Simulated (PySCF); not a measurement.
Compound: C5H13OPSi.
Numbering: `[CH3:1][SiH2:2][P:3]1[CH2:4][CH2:5][O:6][CH2:7][CH2:8]1` (hydrogens: H9, H10, H11 on C1; H12, H13 on Si2; H14, H15 on C4; H16, H17 on C5; H18, H19 on C7; H20, H21 on C8)

The same species was optimised twice, with GFN2-xTB and with PBE0-D3(BJ)/def2-SVP (PySCF), and the same property calculations (PySCF, gas phase) were run on both structures.

| coordinate | GFN2-xTB | PBE0-D3(BJ)/def2-SVP | change |
| --- | --- | --- | --- |
| C1–Si2 (Å) | 1.898 | 1.881 | -0.017 |
| Si2–P3 (Å) | 2.248 | 2.259 | +0.011 |
| P3–C4 (Å) | 1.864 | 1.873 | +0.009 |
| P3–C8 (Å) | 1.867 | 1.875 | +0.008 |
| O6–C7 (Å) | 1.407 | 1.402 | -0.005 |
| C4–C5 (Å) | 1.529 | 1.525 | -0.004 |
| C5–O6 (Å) | 1.407 | 1.403 | -0.004 |
| C7–C8 (Å) | 1.529 | 1.525 | -0.004 |
| C1–Si2–P3 (°) | 108.0 | 109.8 | +1.8 |
| C4–P3–C8 (°) | 94.0 | 95.7 | +1.7 |
| Si2–P3–C8 (°) | 100.1 | 98.9 | -1.2 |
| C5–O6–C7 (°) | 113.3 | 114.4 | +1.1 |
| Si2–P3–C4 (°) | 99.1 | 99.6 | +0.5 |
| P3–C8–C7 (°) | 108.9 | 109.3 | +0.4 |
| P3–C4–C5 (°) | 109.0 | 109.3 | +0.3 |
| O6–C7–C8 (°) | 113.1 | 112.9 | -0.2 |
| C1–Si2–P3–C4 (°) | 170 | 168 | -2 |

Rotational constants: A = 3033, B = 820.8, C = 717.0 MHz (GFN2-xTB) against A = 2954, B = 826.8, C = 720.3 MHz (PBE0-D3(BJ)/def2-SVP). Point groups within 0.08 Å: C1 and C1.

On the GFN2-xTB structure: HOMO (eV) -6.66 [PBE0/pcSseg-1]; LUMO (eV) 0.30 [PBE0/pcSseg-1]; dipole (D) 0.90 [PBE0/pcSseg-1]; GIAO shielding of C1 (ppm) 195.9 [PBE0/pcSseg-1]; GIAO shielding of Si2 (ppm) 385.4 [PBE0/pcSseg-1]; GIAO shielding of P3 (ppm) 464.4 [PBE0/pcSseg-1]; GIAO shielding of C4/C8 (mean) (ppm) 163.0 [PBE0/pcSseg-1]; GIAO shielding of C5/C7 (mean) (ppm) 114.7 [PBE0/pcSseg-1]; GIAO shielding of O6 (ppm) 283.0 [PBE0/pcSseg-1].

What do these properties become on the PBE0-D3(BJ)/def2-SVP structure?

```csv
property,level,on GFN2-xTB,on PBE0-D3(BJ)/def2-SVP,change
HOMO (eV),PBE0/pcSseg-1,-6.66,-6.61,+0.05
LUMO (eV),PBE0/pcSseg-1,0.30,0.32,+0.02
dipole (D),PBE0/pcSseg-1,0.90,0.91,+0.01
"energy, GFN2-xTB geometry as zero (kcal/mol)",PBE0/pcSseg-1,0.0,-0.9,-0.9
GIAO shielding of C1 (ppm),PBE0/pcSseg-1,195.9,193.5,-2.4
GIAO shielding of Si2 (ppm),PBE0/pcSseg-1,385.4,378.7,-6.7
GIAO shielding of P3 (ppm),PBE0/pcSseg-1,464.4,462.7,-1.7
GIAO shielding of C4/C8 (mean) (ppm),PBE0/pcSseg-1,163.0,162.1,-0.9
GIAO shielding of C5/C7 (mean) (ppm),PBE0/pcSseg-1,114.7,115.2,+0.5
GIAO shielding of O6 (ppm),PBE0/pcSseg-1,283.0,286.5,+3.5
```

The heavy atoms differ by 0.050 Å rms after alignment. Among bonds between heavy atoms C1–Si2 changes most (-0.017 Å). Changes are differences of the printed values. Neither structure is proved a minimum here.
